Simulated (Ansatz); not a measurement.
Wavefunction ladder for `CN(C)B(Cl)Cl`

```
atom   x (Å)   y (Å)   z (Å)
  C1   0.389   1.282   0.298
  N2  -0.125  -0.020  -0.069
  C3   0.756  -1.095   0.335
  B4  -1.328  -0.217  -0.734
 Cl5  -1.904  -1.834  -1.157
 Cl6  -2.363   1.138  -1.203
  H7   0.522   1.344   1.384
  H8   1.364   1.450  -0.171
  H9  -0.292   2.068  -0.017
 H10   0.898  -1.081   1.421
 H11   1.739  -0.976  -0.134
 H12   0.345  -2.059   0.048
```

The species carries charge 0 and has multiplicity 1. The geometry is a stationary point of PBE0-D4/def2-TZVP. It is one conformer, not always the lowest. Frozen core, restricted reference, the Gaussian-basis code of Ansatz. CBS rows extrapolate triple and quadruple zeta; past MP2 they add the triple-zeta difference.

```tsv
basis	HF (Eh)	MP2 corr.	CCSD corr.	(T)	CCSD(T) total
def2-SVP	?	-0.80577	-0.86713	?	?
def2-TZVPP	-1077.57017	-1.03870	?	-0.04732	?
def2-QZVPP	-1077.60279	-1.12076	–	–	–
CBS(def2)	-1077.60728	-1.18154	?	as TZ	?
```

**Question.** Fill in the withheld values. (Estimate.)

**Answer.** Computed: def2-SVP HF (Eh): -1077.08617; def2-SVP (T): -0.02462; def2-SVP CCSD(T) total: -1077.97792; def2-TZVPP CCSD corr.: -1.09712; def2-TZVPP CCSD(T) total: -1078.71461; CBS(def2) CCSD corr.: -1.23995; CBS(def2) CCSD(T) total: -1078.89455.
